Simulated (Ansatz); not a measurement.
C$_{3}$H$_{5}$OSb, SMILES `[SbH2][O]C1=CC1`, relaxed with RKS PBE-D4/def2-SVP in Ansatz 0.2.0 from a rough embedded geometry. The force threshold is 0.03 eV/Å; the program also tests the step.

The species carries charge 0 and has multiplicity 1. Sb: def2 effective core potential.

Start:

```xyz
10

Sb    1.270   -0.812    2.180
O     0.803    0.832    1.165
C     0.076    0.728    0.023
C    -0.555    1.318   -1.228
C    -0.588   -0.037   -0.963
H    -0.380   -1.469    2.112
H     1.780   -1.706    0.753
H    -0.812    2.195   -1.769
H    -1.633   -0.437   -0.629
H     0.040   -0.612   -1.645
```

```tsv
step	energy (eV)	largest force (eV/Å)	largest move (Å)
1	-11761.9538	6.328	0.000
2	-11763.5855	3.136	0.185
3	-11763.7638	2.070	0.195
4	-11763.7802	1.456	0.144
5	-11763.8739	0.391	0.150
6	-11763.8853	0.250	0.046
7	-11763.8881	0.130	0.011
8 (rejected)	-11763.8844	0.236	0.028
9	-11763.8898	0.051	0.014
10	-11763.8906	0.021	0.026
```

End:

```xyz
10

Sb    1.253   -0.763    2.173
O     0.734    0.928    1.101
C     0.056    0.812   -0.035
C    -0.464    1.407   -1.085
C    -0.656   -0.117   -0.966
H    -0.305   -1.531    2.035
H     1.800   -1.684    0.800
H    -0.688    2.279   -1.703
H    -1.654   -0.530   -0.694
H    -0.077   -0.801   -1.627
```

It took 16 s on 4 threads of an Intel Xeon Platinum 8375C on a shared host, with 0.17 GiB of host memory at the peak.
